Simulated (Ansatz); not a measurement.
Breaking a bond: MgB (anion, charge -1), lowest triplet found (which spin is the ground state isn't settled by this scan).

- UKS-PBE = Ansatz (a first-principles code) with unrestricted PBE/aug-cc-pVDZ
- UKS-B3LYP = unrestricted B3LYP/aug-cc-pVDZ run with Ansatz
- FCI = full CI/aug-cc-pVDZ, frozen core in Ansatz

Energies relative to the lowest point of each curve between 1.89 and 2.67 Å, where full CI is lowest, in kcal/mol; the last columns give the error against full CI:

| R / Å | UKS-PBE | UKS-B3LYP | FCI | UKS-PBE − FCI | UKS-B3LYP − FCI |
|---|---|---|---|---|---|
| 1.64 | 57.9 | 57.3 | 63.5 | -5.7 | -6.3 |
| 1.76 | 31.8 | 31.6 | 35.8 | -4.0 | -4.3 |
| 1.89 | 14.8 | 14.8 | 17.3 | -2.6 | -2.5 |
| 1.97 | 8.3 | 8.5 | 10.2 | -1.8 | -1.7 |
| 2.04 | 4.5 | 4.7 | 5.9 | -1.3 | -1.1 |
| 2.14 | 1.4 | 1.5 | 2.1 | -0.7 | -0.5 |
| 2.21 | 0.3 | 0.4 | 0.7 | -0.4 | -0.3 |
| 2.28 | 0.0 | 0.0 | 0.1 | -0.1 | -0.1 |
| 2.32 | 0.1 | 0.0 | 0.0 | 0.1 | 0.0 |
| 2.44 | 1.1 | 0.7 | 0.6 | 0.5 | 0.1 |
| 2.54 | 2.6 | 1.5 | 1.9 | 0.7 | -0.3 |
| 2.67 | 5.0 | 2.5 | 3.9 | 1.1 | -1.4 |

UKS-PBE is furthest from FCI at 1.64 (-5.7 kcal/mol, below); its mean absolute error over the points is 1.6 kcal/mol.

UKS-B3LYP is furthest from FCI at 1.64 (-6.3 kcal/mol, below); its mean absolute error over the points is 1.5 kcal/mol.

The scan ran from 1.64 to 7.61 Å; beyond the distances shown full CI changes its symmetry label. The unrestricted determinant behind UKS-PBE is spin-contaminated at 1.64 to 2.28 Å (<S²> up to 2.2, against 2.00 for a pure triplet). Where the anion isn't bound against loss of the electron, the finite basis alone holds it. The unrestricted determinant behind UKS-B3LYP is spin-contaminated at 1.64 to 2.21 Å (<S²> up to 2.2, against 2.00 for a pure triplet).
